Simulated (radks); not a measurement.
Values are calculated unless marked as measured or tabulated.
Mean orbital radii <r> (bohr) of neutral arsenic, [Ar] 3d10 4s2 4p3, at several levels of relativity; Dirac values are averaged over j with weights 2j + 1. Spin-unpolarised spherical Kohn-Sham, BLYP, point nucleus unless stated (finite: rms radius 4.0968 fm), a radial shooting solver on a logarithmic mesh with Libxc functionals. A level marked "c x" has the speed of light scaled by that factor and shares open shells by 2j + 1; other Dirac levels either fill j = l - 1/2 first or share by 2j + 1.

1s: non-rel. 0.04638; Dirac, 2j+1 shares 0.04549; Dirac, low j first 0.04549; Dirac, c x 2 0.04616; change of magnitude, last against first (%) -0.47
2s: non-rel. 0.2067; Dirac, 2j+1 shares 0.2025; Dirac, low j first 0.2025; Dirac, c x 2 0.2057; change of magnitude, last against first (%) -0.50
2p: non-rel. 0.1788; Dirac, 2j+1 shares 0.1771; Dirac, low j first 0.1771; Dirac, c x 2 0.1784; change of magnitude, last against first (%) -0.24
3s: non-rel. 0.6094; Dirac, 2j+1 shares 0.5983; Dirac, low j first 0.5983; Dirac, c x 2 0.6066; change of magnitude, last against first (%) -0.45
3p: non-rel. 0.6220; Dirac, 2j+1 shares 0.6172; Dirac, low j first 0.6172; Dirac, c x 2 0.6208; change of magnitude, last against first (%) -0.19
3d: non-rel. 0.6756; Dirac, 2j+1 shares 0.6789; Dirac, low j first 0.6790; Dirac, c x 2 0.6764; change of magnitude, last against first (%) +0.12
4s: non-rel. 1.966; Dirac, 2j+1 shares 1.933; Dirac, low j first 1.935; Dirac, c x 2 1.958; change of magnitude, last against first (%) -0.42
4p: non-rel. 2.571; Dirac, 2j+1 shares 2.567; Dirac, low j first 2.574; Dirac, c x 2 2.570; change of magnitude, last against first (%) -0.04
